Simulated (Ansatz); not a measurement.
Li6H6⁻. The state is a doublet with charge -1. Geometry r2SCAN-D4/def2-TZVPD; atoms count from 1.

Cartesian coordinates in Å:
```
Li 0.432 0.593 -1.178
Li -1.322 -1.306 -1.141
Li 1.319 1.303 1.141
Li -1.956 0.924 -0.248
Li -0.431 -0.595 1.179
Li 1.958 -0.927 0.252
H 1.297 -0.381 1.881
H -2.141 -0.779 0.422
H -0.365 1.282 0.510
H 2.140 0.780 -0.424
H 0.364 -1.276 -0.511
H -1.296 0.383 -1.882
```

The highest occupied level of the charge -1 doublet lies above zero (up to 0.77 eV). Energy differences put its binding near zero (0.03 eV; vertical, against the charge 0 singlet, at PBE0-D4/def2-TZVPD), which leaves it undecided. The structure comes from a short search, and lower isomers may exist.

(1) Estimate the Mulliken populations from the PBE0/def2-TZVPD orbitals of Ansatz.

(2) Where does the spin sit?

Answers

(1) 
```tsv
atom	charge (e)	spin (α − β)
Li1	0.57	0.35
Li2	0.56	0.05
Li3	0.56	0.05
Li4	0.56	0.05
Li5	0.57	0.35
Li6	0.56	0.05
H7	-0.72	0.01
H8	-0.72	0.01
H9	-0.74	0.04
H10	-0.72	0.01
H11	-0.75	0.04
H12	-0.72	0.01
```
Mulliken values depend strongly on the basis. With diffuse functions, as here, like atoms can get unlike values, and bond orders can come out too low or too high.

(2) Summed by element: Li 0.89, H 0.11, of 1 unpaired in all. Largest on single atoms: Li1 0.35, Li5 0.35, Li6 0.05.
